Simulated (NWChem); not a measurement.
System: AlHSF$_{2}$; SMILES [F][Al]([F])[SH]

Here is an NWChem input.

```
start job
memory heap 200 mb stack 900 mb global 1100 mb
geometry units angstroms noautosym nocenter noautoz
  Al     0.007011     0.477982     0.000000
  F     -1.358228     1.398331     0.000000
  F      1.477109     1.224160     0.000000
  S     -0.143487    -1.690674     0.000000
  H      1.196938    -1.870832     0.000000
end
basis spherical
  * library aug-cc-pvdz
end
dft
  xc b3lyp
  iterations 150
end
property
  response 1 0.0773
end
task dft property
```

NWChem printed, in part:

```
             Northwest Computational Chemistry Package (NWChem) 7.3.0
             --------------------------------------------------------

                             Geometry "geometry" -> ""
                             -------------------------

 Output coordinates in angstroms (scale by  1.889725989 to convert to a.u.)

  No.       Tag          Charge          X              Y              Z
 ---- ---------------- ---------- -------------- -------------- --------------
    1 Al                  13.0000     0.00701100     0.47798200     0.00000000
    2 F                    9.0000    -1.35822800     1.39833100     0.00000000
    3 F                    9.0000     1.47710900     1.22416000     0.00000000
    4 S                   16.0000    -0.14348700    -1.69067400     0.00000000
    5 H                    1.0000     1.19693800    -1.87083200     0.00000000

 Effective nuclear repulsion energy (a.u.)     198.2392974996

                              NWChem Property Module
                              ----------------------

                                 NWChem DFT Module
                                 -----------------

 Summary of "ao basis" -> "ao basis" (spherical)
 ------------------------------------------------------------------------------
       Tag                 Description            Shells   Functions and Types
 ---------------- ------------------------------  ------  ---------------------
 Al                       aug-cc-pvdz               11       27   5s4p2d
 F                        aug-cc-pvdz                9       23   4s3p2d
 S                        aug-cc-pvdz               11       27   5s4p2d
 H                        aug-cc-pvdz                5        9   3s2p

            General Information
            -------------------
          SCF calculation type: DFT
          Wavefunction type:  closed shell.
          No. of atoms     :     5
          No. of electrons :    48
           Alpha electrons :    24
            Beta electrons :    24
          Charge           :     0
          Spin multiplicity:     1
          Use of symmetry is: off; symmetry adaption is: off
          Maximum number of iterations: 150
          AO basis - number of functions:   109
                     number of shells:    45
          Convergence on energy requested:  1.00D-06
          Convergence on density requested:  1.00D-05
          Convergence on gradient requested:  5.00D-04

              XC Information
              --------------
                         B3LYP Method XC Potential
                     Hartree-Fock (Exact) Exchange  0.200
                        Slater Exchange Functional  0.800 local
                    Becke 1988 Exchange Functional  0.720 non-local
              Lee-Yang-Parr Correlation Functional  0.810
                  VWN I RPA Correlation Functional  0.190 local

             Grid Information
             ----------------
          Grid used for XC integration:  medium
          Radial quadrature: Mura-Knowles
          Angular quadrature: Lebedev.
          Tag              B.-S. Rad. Rad. Pts. Rad. Cut. Ang. Pts.
          ---              ---------- --------- --------- ---------
          Al                  1.25       88          14.0       590
          F                   0.50       49          14.0       434
          S                   1.00       88          14.0       590
          H                   0.35       45          15.0       434
          Grid pruning is: on
          Number of quadrature shells:   319
          Spatial weights used:  Erf1

      Superposition of Atomic Density Guess
      -------------------------------------

 Sum of atomic energies:        -838.63016947

      Non-variational initial energy
      ------------------------------

 Total energy =    -839.056751
 1-e energy   =   -1559.150637
 2-e energy   =     521.854588
 HOMO         =      -0.349101
 LUMO         =      -0.057306

   convergence    iter        energy       DeltaE   RMS-Dens  Diis-err
 ---------------- ----- ----------------- --------- --------- ---------
 d= 0,ls=0.0,diis     1   -841.0629182727 -1.04D+03  1.41D-02  9.73D-01
 d= 0,ls=0.0,diis     2   -840.9236260795  1.39D-01  6.62D-03  2.92D+00
 d= 0,ls=0.0,diis     3   -841.1687739904 -2.45D-01  8.36D-04  1.15D-02
 d= 0,ls=0.0,diis     4   -841.1695257862 -7.52D-04  4.30D-04  3.31D-03
 d= 0,ls=0.0,diis     5   -841.1700743227 -5.49D-04  1.01D-04  1.55D-04
  Resetting Diis
 d= 0,ls=0.0,diis     6   -841.1700994677 -2.51D-05  1.58D-05  4.51D-06
 d= 0,ls=0.0,diis     7   -841.1701001534 -6.86D-07  8.18D-06  3.84D-07

         Total DFT energy =     -841.170100153364
      One electron energy =    -1561.751665347095
           Coulomb energy =      588.143470027678
    Exchange-Corr. energy =      -65.801202333595
 Nuclear repulsion energy =      198.239297499648

 Numeric. integr. density =       48.000006860803

                       DFT Final Molecular Orbital Analysis
                       ------------------------------------

 Vector   22  Occ=2.000000D+00  E=-4.154791D-01
              MO Center= -3.0D-01,  8.3D-01, -6.4D-11, r^2= 3.4D+00
   Bfn.  Coefficient  Atom+Function         Bfn.  Coefficient  Atom+Function
  ----- ------------  ---------------      ----- ------------  ---------------
    33      0.409448  2 F  py                32      0.282072  2 F  px
    36      0.266248  2 F  py                56     -0.258620  3 F  py
    55      0.241319  3 F  px                35      0.195172  2 F  px
    59     -0.175576  3 F  py                58      0.170560  3 F  px
    82     -0.159781  4 S  px               101     -0.155924  5 H  s

 Vector   23  Occ=2.000000D+00  E=-3.539252D-01
              MO Center= -7.4D-02, -1.3D+00,  7.9D-11, r^2= 2.5D+00
   Bfn.  Coefficient  Atom+Function         Bfn.  Coefficient  Atom+Function
  ----- ------------  ---------------      ----- ------------  ---------------
    83      0.427767  4 S  py                86      0.265647  4 S  py
    77     -0.227324  4 S  s                 10     -0.198997  1 Al py
     3      0.193009  1 Al s                 82      0.192490  4 S  px
    56      0.178572  3 F  py                 4      0.161833  1 Al s
    85      0.162521  4 S  px                76     -0.136966  4 S  s

 Vector   24  Occ=2.000000D+00  E=-2.985087D-01
              MO Center= -9.1D-02, -1.5D+00, -7.0D-11, r^2= 1.8D+00
   Bfn.  Coefficient  Atom+Function         Bfn.  Coefficient  Atom+Function
  ----- ------------  ---------------      ----- ------------  ---------------
    84      0.529023  4 S  pz                87      0.464807  4 S  pz
    11      0.102826  1 Al pz                19     -0.065695  1 Al d -1
    90      0.060249  4 S  pz                57     -0.055892  3 F  pz
    34     -0.054841  2 F  pz                14      0.044773  1 Al pz
    60     -0.036565  3 F  pz                37     -0.035915  2 F  pz

 Vector   25  Occ=0.000000D+00  E=-6.424706D-02
              MO Center=  9.4D-02,  1.1D-01,  2.3D-08, r^2= 6.7D+00
   Bfn.  Coefficient  Atom+Function         Bfn.  Coefficient  Atom+Function
  ----- ------------  ---------------      ----- ------------  ---------------
     4      0.758535  1 Al s                  5      0.526155  1 Al s
     3      0.327783  1 Al s                 77     -0.313492  4 S  s
    86     -0.209191  4 S  py                83     -0.198691  4 S  py
    53     -0.178362  3 F  s                 30     -0.175448  2 F  s
    31     -0.157737  2 F  s                 54     -0.155874  3 F  s

 Vector   26  Occ=0.000000D+00  E=-2.812605D-02
              MO Center=  4.7D-03,  2.6D-01, -1.4D-08, r^2= 5.8D+00
   Bfn.  Coefficient  Atom+Function         Bfn.  Coefficient  Atom+Function
  ----- ------------  ---------------      ----- ------------  ---------------
    14      0.805000  1 Al pz                11      0.442541  1 Al pz
    17      0.283603  1 Al pz                87     -0.245364  4 S  pz
    90     -0.222252  4 S  pz                84     -0.194646  4 S  pz
    34     -0.165246  2 F  pz                57     -0.165949  3 F  pz
    63     -0.132083  3 F  pz                37     -0.130302  2 F  pz

 Vector   27  Occ=0.000000D+00  E=-1.619577D-02
              MO Center=  7.0D-01, -1.6D+00, -7.6D-09, r^2= 7.0D+00
   Bfn.  Coefficient  Atom+Function         Bfn.  Coefficient  Atom+Function
  ----- ------------  ---------------      ----- ------------  ---------------
   103      1.410947  5 H  s                 78     -0.786261  4 S  s
   102      0.752549  5 H  s                 85     -0.421926  4 S  px
    88     -0.413993  4 S  px                 4     -0.352233  1 Al s
    77     -0.334793  4 S  s                  5     -0.331709  1 Al s
    89      0.243082  4 S  py               101      0.237457  5 H  s

     Multipole analysis of the density
     ---------------------------------

     L   x y z        total         alpha         beta         nuclear
     -   - - -        -----         -----         ----         -------
     0   0 0 0     -0.000000    -24.000000    -24.000000     48.000000

     1   1 0 0      0.260783      0.071604      0.071604      0.117575
     1   0 1 0     -0.494506     -1.092498     -1.092498      1.690490
     1   0 0 1      0.000000      0.000000      0.000000      0.000000

[...]

 DFT Linear Response polarizability / au
 Frequency  =       0.0773000 / au
 Wavelength =     589.4353558 / nm
              X              Y              Z
 -----------------------------------------------
 X      41.5696008      0.1468344      0.0000000
 Y       0.1468217     54.3404245     -0.0000000
 Z       0.0000000     -0.0000000     39.9192535
 -----------------------------------------------
 Eigenvalues =      41.5679127     54.3421126     39.9192535
 Isotropic   =      45.2764263
 Anisotropic =      13.6732791
 -----------------------------------------------

 Magnetic Dipole Response Matrix (nonzero elements):

 Exiting AOResponse driver routine
```

Level: B3LYP/aug-cc-pVDZ. Geometry: optimised at B3LYP/6-31G* (spherical d).
